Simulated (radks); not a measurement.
Polarisability of the hafnium ion Hf2+, [Xe] 4f14 5d2, at imaginary frequency. Calculated with a radial shooting solver on a logarithmic mesh with Libxc functionals: scalar-relativistic Kohn-Sham, LB94 model potential, spin-unpolarised, spherical densities, finite nucleus; Fermi nuclear charge, rms radius 5.347 fm. Response by self-consistent Sternheimer equations with the Hartree and adiabatic LDA kernel, the relativistic mass of each level held fixed and spin-orbit coupling left out.

w (hartree),alpha1(iw) (bohr^3)
0.00266,11.81
0.0143,11.79
0.0360,11.68
0.0697,11.37
0.118,10.70
0.186,9.617
0.280,8.275
0.413,6.869
0.605,5.494
0.892,4.169
1.35,2.918
2.12,1.804
3.59,0.9359
6.94,0.3791
17.5,0.09529

Static values: alpha1 = 11.81 bohr^3 (1.749 angstrom^3; uncoupled 17.30). C6 = 62.36, triple-dipole C9 = 460.7 atomic units. One-pole (London) frequency 4 C6 / (3 alpha1^2) = 0.597 hartree, against 0.857 for minus the highest occupied eigenvalue.
